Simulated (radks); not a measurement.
The numbers below are computed, except where a source is named.
Species: the thulium ion Tm67+. Configuration: [He] (the NIST ground configuration). Code: a radial shooting solver on a logarithmic mesh with Libxc functionals. Model: Dirac Kohn-Sham, relativistic LDA (MacDonald-Vosko exchange, VWN5 correlation), spin-unpolarised, spherical densities, finite nucleus; Fermi nuclear charge, rms radius 5.2256 fm.

Radial electron density D(r) = 4 pi r^2 rho(r):

r (bohr),D(r) (e/bohr)
0.0009127,4.183
0.0009808,4.695
0.001063,5.333
0.001142,5.975
0.001227,6.690
0.001329,7.577
0.001429,8.466
0.001535,9.450
0.00165,10.54
0.001787,11.87
0.001921,13.21
0.002064,14.66
0.002236,16.45
0.002403,18.21
0.002582,20.12
0.002797,22.43
0.003006,24.69
0.00323,27.11
0.0035,30.01
0.003761,32.79
0.004042,35.73
0.004378,39.18
0.004705,42.42
0.005056,45.78
0.005477,49.62
0.005886,53.14
0.006326,56.66
0.006853,60.53
0.007364,63.91
0.007914,67.13
0.008505,70.12
0.009213,73.07
0.009901,75.32
0.01064,77.09
0.01153,78.41
0.01239,78.94
0.01331,78.78
0.01442,77.74
0.0155,75.99
0.01665,73.48
0.01804,69.81
0.01939,65.78
0.02083,61.13
0.02257,55.39
0.02426,49.84
0.02607,44.09
0.02824,37.64
0.03035,31.98
0.03261,26.59
0.03533,21.08
0.03796,16.66
0.0408,12.82
0.04384,9.586
0.0475,6.691
0.05104,4.674
0.05485,3.149
0.05942,1.940
0.06386,1.200
0.06862,0.7101
0.07434,0.3743
0.07989,0.1990

D(r) has 1 maximum, at r = 0.0126 bohr.
